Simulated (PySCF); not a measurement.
Delta-SCF ions had no search for a lower state. Excitations are Tamm–Dancoff values on a coarser integration grid. The basis has no diffuse functions, so Rydberg states are missing or too high.

Species: CH6OSi2, SMILES `[SiH3][C@@H]1O[SiH2]1` (charge 0, multiplicity 1).

Q: What is the computed S1–T1 gap (TDA), HOMO–LUMO gap, LUMO, S1 oscillator strength and vertical ionisation energy (Delta-SCF) (TPSSh-D3(BJ)/def2-TZVP // B3LYP-D3(BJ)/def2-TZVP in PySCF 2.14.0)?

A: 
```json
{
  "S1–T1 gap (TDA)": "0.78 eV",
  "HOMO–LUMO gap": "5.99 eV",
  "LUMO": "-1.04 eV",
  "S1 oscillator strength": "0.026",
  "vertical ionisation energy (Delta-SCF)": "9.63 eV"
}
```
